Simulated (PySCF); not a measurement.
Substituent effects on chemical shifts

Parent skeleton `[CH3:1][S:2][SiH2:3][O:4][CH:5]([CH3:6])[CH3:7]`; one hydrogen on atom 5 is replaced by X. Hydrogens on one atom are averaged.

Theoretical values (PySCF 2.14.0 with density-fitted response routines): shielding tensors at PBE0/pcSseg-1 (GIAO), coordinates at the GFN2-xTB level. Non-relativistic Hamiltonian, gas phase, one averaged value for each set of equivalent atoms, one conformer.

Shifts are taken against calculated references (same method and geometry level): $^{13}$C (σ = 186.93 ppm) and $^{29}$Si (σ = 349.16 ppm) and $^{1}$H (σ = 31.72 ppm) against TMS; $^{33}$S (σ = 503.73 ppm) vs CS2; H2O for $^{17}$O (σ = 336.08 ppm).

Parent (X = H): C1 7.9, S2 -214.7, Si3 -14.4, O4 50.4, C5 69.8, C6/C7 26.7, H(C1) 1.77, H(Si3) 5.31, H(C6)/H(C7) 1.28 ppm. Effects are Δδ = δ(X) − δ(H), positive for deshielding.

(1) Order these by the shift of C6/C7, most shielded first.
A. X = COOH
B. X = CH3
C. X = CH2OH

(2) Order these by the shift of S2, most shielded first.
A. X = CH2OH
B. X = vinyl
C. X = CH3
D. X = OCH3
E. X = OSiH3
F. X = COOH

(3) Order these by the shift of H(C1), most shielded first.
A. X = OCH3
B. X = CHO
C. X = CH3

Answers

(1) C (+0.1 ppm), A (+3.4 ppm), B (+5.7 ppm).

(2) C (+2.3 ppm), A (+21.5 ppm), B (+25.1 ppm), E (+31.7 ppm), D (+34.2 ppm), F (+70.4 ppm).

(3) C (-0.01 ppm), B (+0.15 ppm), A (+0.37 ppm).

Experimental scales use liquid or dissolved standards, which lie at an offset from isolated H2O (liquid H2O: subtract about 36 ppm).
